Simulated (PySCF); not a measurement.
Cl₃H₃OSi₂. Atoms are numbered in the order given.

```xyz
9

Si     1.7211     0.8721    -0.2541
Cl     2.8959    -0.8116    -0.0065
O      0.2440     0.4206    -0.8675
Si    -1.1939    -0.2577    -0.4588
Cl    -0.9813    -1.2469     1.3392
Cl    -2.5975     1.2320    -0.2382
H      1.5463     1.5198     1.0664
H      2.3609     1.7599    -1.2478
H     -1.6293    -1.1957    -1.5044
```
Charge 0, spin multiplicity 1.

Geometry optimised at B3LYP-D3(BJ)/def2-SVP. The structure was generated by enumeration, and PubChem lists no compound with its InChIKey, so it may never have been made. The values are those of a single conformer.

Method: PBE/def2-TZVP (PySCF).

Atomic charges (e):

| atom | Löwdin | Mulliken | IAO |
|---|---|---|---|
| Si1 | -0.15 | 0.40 | 0.98 |
| Cl2 | 0.23 | -0.21 | -0.30 |
| O3 | 0.02 | -0.29 | -0.84 |
| Si4 | -0.51 | 0.51 | 1.11 |
| Cl5 | 0.25 | -0.19 | -0.29 |
| Cl6 | 0.25 | -0.19 | -0.29 |
| H7 | -0.03 | -0.01 | -0.13 |
| H8 | -0.03 | -0.01 | -0.12 |
| H9 | -0.03 | 0.00 | -0.12 |

Computed Mayer and Wiberg (Löwdin basis) orders of the bonds:
```csv
bond,Mayer,Wiberg
Si1–Cl2,1.20,1.87
Si1–O3,1.15,1.56
O3–Si4,1.22,1.62
Si4–Cl5,1.19,1.85
Si4–Cl6,1.21,1.87
Si1–H7,0.92,0.94
Si1–H8,0.93,0.95
Si4–H9,0.92,0.92
```
